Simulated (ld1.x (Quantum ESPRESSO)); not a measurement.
# What the settings do to the TM potential of chromium (Cr)

Base potential:

| Property | Result |
| --- | --- |
| Element | Cr |
| Generator | ld1.x (Quantum ESPRESSO) 7.5 |
| Type | norm-conserving Troullier–Martins (Kleinman–Bylander form) |
| Functional | PBEsol |
| Relativity | scalar-relativistic |
| Frozen core | [Ne] |
| Valence charge | 14 |
| Reference configuration | 3s2 3p6 3d4 4s2 4p0 |
| Partial waves | 3p (bound): rc 1.40 bohr; 3d (bound): rc 1.85 bohr; 3s (bound): rc 1.50 bohr |
| Local potential | the s channel |
| Core correction | a·sin(br)/r model core inside 0.90 bohr |

Occupied shells without a wave of their own: 4s. They enter only through the test configuration that unscreens the potential, and ld1.x also counts them in the model core charge.

Cutoffs, loose and tight: the cutoffs (Ry, on a coarse ladder) from which the occupation-weighted sum of valence levels, in a spherical-Bessel basis at the reference potential, stays within 10 and 1 mRy of its value at 400 Ry. They do not see the model core or the augmentation charge, which bear on the density cutoff. Test errors are all-electron minus pseudo excitation energies from the reference, over the configurations 3s2 3p6 3d5 4s1 4p0; 3s2 3p6 3d5 4s0 4p0; 3s2 3p6 3d4 4s0 4p0; 3s2 3p6 3d5 4s0 4p1; 3s2 3p6 3d2 4s0 4p0; 3s2 3p6 3d4 4s1 4p1; 3s1 3p6 3d5 4s1 4p0. A dash means not determined; rows that change the core or the reference have their own tests. The largest error is taken over the tests solved by every variant that gives reliable tests at all: 3s1 3p6 3d5 4s1 4p0; 3s2 3p6 3d2 4s0 4p0; 3s2 3p6 3d4 4s0 4p0; 3s2 3p6 3d4 4s1 4p1; 3s2 3p6 3d5 4s0 4p0.

With those shells counted twice in exchange and correlation these files are broken, and their errors move erratically; no question is asked of them.

Cutoffs are not given where the Bessel-basis levels miss the radial ones by over 6 mRy, ghosts where they miss by over 20 mRy; a channel whose overlap is not positive is not tested.

```csv
change,outcome,"cutoff, loose","cutoff, tight",bound ghosts,largest test error (meV)
base,"generated, misses its reference levels by 0.83 eV",70 Ry,110 Ry,none,-6835
functional PBE,"generated, misses its reference levels by 0.83 eV",70 Ry,110 Ry,none,-6603
fully relativistic,"generated, misses its reference levels by 0.83 eV",–,–,none,-6827
wave 3d (bound): rc 1.85 bohr becomes 3d (bound): rc 2.52 bohr,"generated, misses its reference levels by 0.83 eV",55 Ry,100 Ry,none,-5799
wave 3s (bound): rc 1.50 bohr becomes 3s (bound): rc 1.98 bohr,"generated, misses its reference levels by 1.99 eV",–,–,none,-14096
local potential all-electron potential smoothed inside 1.30 bohr (lloc = -2),"generated, misses its reference levels by 1.02 eV",70 Ry,110 Ry,none,-8472
```
